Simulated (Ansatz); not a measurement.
Geometry optimisation, RKS BHLYP-D4/def2-SVP (Ansatz 0.2.0).

The input (input.yaml):

```yaml
crystal:
  periodic: [false, false, false]
  atoms:
    - { symbol: Sn, position_ang: [0.0, 0.0, 0.0] }
    - { symbol: O, position_ang: [1.2811, 0.0, 1.739] }
    - { symbol: H, position_ang: [0.3715, -0.2814, 2.0762] }
    - { symbol: H, position_ang: [1.8761, 0.0, 0.4941] }
    - { symbol: H, position_ang: [-0.8195, 1.4198, -0.5794] }
    - { symbol: H, position_ang: [-0.8195, -1.4198, -0.5794] }
basis:
  gaussian: { orbitals: def2-SVP }
hamiltonian:
  xc: { name: BHLYP }
  dispersion: d4
relax:
  f_tol: 0.15
  max_steps: 25
  restrain:
    - { distance: [1, 3], at: 2.21, k: 30.0 }
    - { distance: [0, 1], at: 1.96, k: 30.0 }
    - { distance: [0, 3], at: 1.74, k: 30.0 }
```

Command:

```bash
$ ansatz run input.yaml --threads 1 --pin off --max-ram 2048MiB --backend cpu --events-out ev --progress --plain --runs-dir out
```

**Question.** Where does it end, and by what steps?

**Answer.** The forces met the threshold. The restraints hold the end off the free minimum. After 6 steps the energy has fallen by 4.100 eV (the restraints' own energy left out); H4 moved furthest, 0.68 Å.

| step | energy less start (eV) | largest force component (eV/Å) | accepted |
| --- | --- | --- | --- |
| 0 | 0.0000 | 3.972 | yes |
| 1 | -1.4500 | 2.866 | yes |
| 2 | -2.4349 | 3.332 | yes |
| 3 | -3.6724 | 2.322 | yes |
| 4 | -4.0143 | 3.001 | yes |
| 5 | -4.0871 | 1.331 | yes |
| 6 | -4.0999 | 1.423 | yes |

```xyz
6
Properties=species:S:1:pos:R:3
Sn 0.218 -0.011 -0.049
O 0.848 -0.115 1.805
H 0.215 -0.179 2.521
H 1.919 0.029 -0.188
H -0.676 1.399 -0.400
H -0.635 -1.405 -0.538
```

The run took 5.9 s on 1 thread of AMD EPYC 9R45 96-Core Processor (Zen 5) (shared host), peak memory 0.13 GiB.
